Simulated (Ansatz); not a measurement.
`[NH2][AlH][CH2]Cl`. The species carries charge 0 and has multiplicity 1.

```xyz
9

N     0.819   -1.067    1.177
Al   -0.040    0.376    0.630
C    -0.850    0.367   -1.152
Cl    0.559    1.314   -1.834
H     0.925   -1.920    0.652
H     1.357   -1.115    2.026
H    -0.130    1.645    1.563
H    -0.898   -0.562   -1.716
H    -1.741    0.962   -1.346
```

Q: What are the harmonic wavenumbers in cm⁻¹ at PBE0-D4/def2-TZVP (Ansatz, finite differences of forces, unscaled)? (An estimate is asked.)

A: Computed: 68, 113, 185, 343, 404, 493, 533, 626, 648, 687, 735, 841, 1077, 1122, 1423, 1569, 1958, 3110, 3182, 3610, 3700.

Q: Is this a minimum?

A: Yes, all 21 modes are real.

Q: Give the ideal-gas thermochemistry at 298.15 K and 1 bar (rigid rotor, harmonic oscillator; point group C1, symmetry number 1).

A: Zero-point energy 158.1 kJ/mol; H(298) − E = 178.0 kJ/mol; entropy 337.6 J/(mol·K), of which translation 165.5, rotation 110.2, vibration 61.9; G(298) − E = 77.4 kJ/mol. Modes under 100 cm⁻¹ are hindered rotations or soft bends, so the harmonic entropy is rough.

Q: And at 400, 500, 600, 800 and 1000 K?

A: 
```csv
T (K),H − E (kJ/mol),S (J/mol/K),G − E (kJ/mol)
400,189.2,369.7,41.3
500,201.6,397.3,2.9
600,215.0,421.8,-38.1
800,244.4,464.0,-126.8
1000,276.2,499.4,-223.2
```

Q: Rotational constants (cm⁻¹)?

A: 0.3238, 0.07461, 0.07105.
